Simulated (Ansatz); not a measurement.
# One elementary step

Start structure (GaAsH$_{6}$O$_{2}$, closed shell), relaxed at PBE0-D4/def2-TZVP:

Ga1  (-0.100, 1.260, 0.174)
H2  (-1.468, 1.955, -0.080)
O3  (1.305, 1.337, -0.962)
O4  (0.437, 0.849, 1.846)
H5  (-1.095, -2.135, -1.511)
As6  (-0.644, -1.415, -0.259)
H7  (1.124, 1.812, -1.775)
H8  (1.391, 0.750, 1.892)
H9  (-1.541, -2.166, 0.697)
H10  (0.591, -2.248, -0.023)
(Å)

The step: GaH₃O₂ ([OH][GaH][OH]) + AsH₃ → GaAsH₄O₂ ([OH][Ga]([OH])[AsH2]) + H₂; bonds formed: H2–H5; dative contacts that become bonds: Ga1–As6; bonds broken: Ga1–H2, H5–As6. Computed with Ansatz 0.2.0 (basis: def2-TZVPP and def2-QZVPP); correlated methods freeze the cores. Filled d shells of the heavier atoms are correlated. The def2 sets are not built for correlating such inner shells, so the correlated values are less sure here. Extrapolation: Hartree–Fock as exp(−7.88 √X), correlation as X^−2.97. Energies below are by CCSD(T) at an estimated basis limit (MP2 extrapolated from triple and quadruple zeta, plus CCSD(T) − MP2 in triple zeta).

(1) What are the electronic barrier and the energy of the step, from the start structure to the end structure? (To be estimated.)

The T1 diagnostic stays at or below 0.014.

## Answers

(1) By the calculation: Barrier 1.908 eV; step energy -0.205 eV (downhill); reverse barrier, their difference, 2.113 eV. Barrier and step energy count from the start structure, the reverse barrier from the end structure.

The saddle point: One imaginary mode of 1322i cm⁻¹.
```
   pair  start (Å)  saddle (Å)  end (Å)
Ga1–As6       2.76        2.54     2.40
  H2–H5       4.35        1.12     0.75
 Ga1–H2       1.56        1.80     3.05
 H5–As6       1.51        1.71     3.97
```

Zero-point energy (harmonic, PBE0-D4): ZPE is 1.571 eV at the start and 1.483 eV at the saddle, so the barrier goes from 1.908 to 1.820 eV.

Labels in which every atom is bracketed show which atoms are joined, not bond orders.

For scale, one of the runs: CCSD(T)/def2-TZVPP, 242 basis functions, launched by `ansatz run in.yaml --threads 8 --pin off --events-out ev --progress --plain --max-ram 19148MiB`. Hardware: 8 CPU threads of an Intel Xeon Platinum 8488C, shared host. Wall time 76 s; peak host memory 5 GiB.
